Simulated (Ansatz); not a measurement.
Ansatz (a program for electronic structure) input (CCSD(T)/aug-cc-pVDZ):

Ansatz 0.2 input:
```yaml
crystal:
  periodic: [false, false, false]
  atoms:
    - {symbol: C, position_ang: [1.61440052, 1.13498542, 0.19390127]}
    - {symbol: C, position_ang: [0.52885921, 0.34092115, 0.18506114]}
    - {symbol: C, position_ang: [-0.49906388, -0.32674911, -0.15482194]}
    - {symbol: O, position_ang: [-1.48709825, -1.00911312, -0.32174324]}
    - {symbol: H, position_ang: [2.03161087, 1.17796015, 1.22910305]}
basis:
  gaussian:
    orbitals: aug-cc-pVDZ
total_charge: -1
magnetization: {spin_polarized: false}
correlation: {method: ccsd_t, electrons: outside_noble_gas}
output: {forces: true}
```

End of the output:

```
integrals: 0.14 GiB planned
1022 factors; integrals over basis functions are off by at most 9.4e-4 eV
mean field: 0.26 GiB planned
mean field evaluation 1: about -5138.6649 eV, gradient 2.9e1 eV
mean field evaluation 2: about -5138.6660 eV, gradient 2.9e1 eV
mean field evaluation 4: about -5141.3870 eV, gradient 4.1e0 eV
mean field evaluation 8: about -5141.4940 eV, gradient 2.4e-1 eV
mean field evaluation 16: about -5141.4790 eV, gradient 1.6e0 eV
mean field evaluation 32: about -5140.6448 eV, gradient 1.1e1 eV
mean field evaluation 64: about -5138.2407 eV, gradient 2.4e-1 eV
mean field evaluation 96: about -5138.2397 eV, gradient 4.3e-2 eV
mean field evaluation 128: about -5130.7932 eV, gradient 1.2e1 eV
mean field -5141.49466768 eV, -188.9464440070 hartree, gradient 2.2e-6 eV, S^2 0.000000; 3 other end points of the search recorded, 0 dependent functions left out; unrestricted orbitals would lower it
determinant -5141.49466768 eV, -188.9464440070 hartree, with singles and doubles -5157.81493488 eV, -189.5462027643 hartree
determinant -5138.24124333 eV, -188.8268828673 hartree, with singles and doubles -5155.14991416 eV, -189.4482650593 hartree
4 core orbitals not correlated
reference -5141.49466768 eV, -188.9464440070 hartree; 10, 10 occupied and 87, 87 virtual orbitals, 1022 factors
densities: 0.62 GiB planned
second order -15.94753540 eV of doubles, -0.00000000 eV of singles
coupled cluster: 0.44 GiB planned
cycle   1  -16.28373027 eV  change   -3.6e-1 eV  update   2.8e-2
cycle   2  -16.30900145 eV  change   -2.5e-2 eV  update   7.4e-3
cycle   3  -16.31021913 eV  change   -1.2e-3 eV  update   4.9e-3
cycle   4  -16.31169801 eV  change   -1.5e-3 eV  update   1.9e-3
cycle   5  -16.31203025 eV  change   -3.3e-4 eV  update   1.1e-3
cycle   6  -16.31247113 eV  change   -4.4e-4 eV  update   4.1e-4
cycle   7  -16.31249122 eV  change   -2.0e-5 eV  update   1.9e-4
cycle   8  -16.31249539 eV  change   -4.2e-6 eV  update   7.1e-5
cycle   9  -16.31250148 eV  change   -6.1e-6 eV  update   3.2e-5
cycle  10  -16.31249290 eV  change    8.6e-6 eV  update   1.5e-5
cycle  11  -16.31249034 eV  change    2.6e-6 eV  update   8.0e-6
cycle  12  -16.31249208 eV  change   -1.7e-6 eV  update   4.0e-6
cycle  13  -16.31249259 eV  change   -5.1e-7 eV  update   2.0e-6
cycle  14  -16.31249293 eV  change   -3.4e-7 eV  update   9.8e-7
coupled cluster: 0.44 GiB planned
perturbative correction -0.85087489 eV, -0.0312690756 hartree
the calculation of the forces begins
Total energy: -5158.65803550 eV, -189.5771861408 hartree
Atom 0 at     1.614401     1.134985     0.193901 Å, force     1.189465     0.982907    -0.434277 eV/Å
Atom 1 at     0.528859     0.340921     0.185061 Å, force     0.408875     0.127595     0.678160 eV/Å
Atom 2 at    -0.499064    -0.326749    -0.154822 Å, force    -0.530934    -0.291743    -0.384566 eV/Å
Atom 3 at    -1.487098    -1.009113    -0.321743 Å, force    -1.227530    -0.839443    -0.240136 eV/Å
Atom 4 at     2.031611     1.177960     1.229103 Å, force     0.160125     0.020684     0.380819 eV/Å
Dipole moment:    -0.473704    -0.403776     0.221485 e Å
```

It need not be the lowest isomer of its formula. Whether it binds its extra electron was not tested at this geometry.
